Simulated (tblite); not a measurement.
C5H4Cl2O2S2.
Atom-mapped SMILES: `[CH3:1][c:2]1[cH:3][c:4]([S:5](=[O:6])(=[O:7])[Cl:8])[s:9][c:10]1[Cl:11]` (hydrogens: H12, H13, H14 on C1; H15 on C3)

Computed geometry: GFN2-xTB, gas phase.

Problem. Give the optimised bond lengths and angles.

Solution. 
```
                  bond  length (bohr)     order
                 C1–C2          2.817    single
                 C2–C3          2.671  aromatic
                 C3–C4          2.569  aromatic
                 C4–S5          3.306    single
          S5=O6, S5=O7          2.691    double
                S5–Cl8          3.846    single
                 C4–S9          3.235  aromatic
                S9–C10          3.288  aromatic
              C10–Cl11          3.216    single
                C2–C10          2.594  aromatic
C1–H12, C1–H13, C1–H14          2.055    single
                C3–H15          2.030    single
```

Bonds in one row agree within 0.02 bohr and their mean is given. Orders are formal, as drawn. A selection of angles:
```
      angle  degrees
  C2–C1–H12    110.1
 H12–C1–H13    108.4
 H13–C1–H14    109.4
   C1–C2–C3    124.6
  C1–C2–C10    124.6
  C3–C2–C10    110.8
   C2–C3–C4    112.6
  C2–C3–H15    124.6
  C4–C3–H15    122.7
   C3–C4–S5    127.0
   C3–C4–S9    113.9
   S5–C4–S9    118.9
   C4–S5–O6    110.4
  C4–S5–Cl8    100.6
   O6–S5–O7    120.3
  O6–S5–Cl8    106.9
  C4–S9–C10     89.2
S9–C10–Cl11    120.6
  C2–C10–S9    113.5
C2–C10–Cl11    125.9
```

Torsions: C3–C4–S5–O6 157° (antiperiplanar). The mirror-image conformer, all signs reversed, is as good.

The 5-membered ring C2–C3–C4–S9–C10 has internal angles of 89.2° to 113.9°; it is planar, 0.00 Å rms from its mean plane, widest ring torsion 1°. S5 (sulfonyl sulfur) is distorted tetrahedral (angles from 100.6° to 120.3°). Of the pairs four or more bonds apart, Cl11···H14 is among the closest relative to their van der Waals radii: 2.83 Å, 96 % of the sum of Bondi's values. The 3 C–S bonds span 1.712 Å (C4–S9, aromatic) to 1.750 Å (C4–S5, drawn single), a spread of 0.038 Å. The 4 C–C bonds span 1.359 Å (C3–C4, aromatic) to 1.491 Å (C1–C2, drawn single), a spread of 0.132 Å.

Point group: C1 (no symmetry element, even within 0.4 Å). Its GFN2-xTB frequencies are all real (lowest 21 cm⁻¹). One conformer, not necessarily the lowest.

Time: 1.1 s. Hardware: one thread of an Arm Neoverse V1, shared host with 32 logical CPUs at a one-minute load of 11. That covers the optimisation of the geometry.
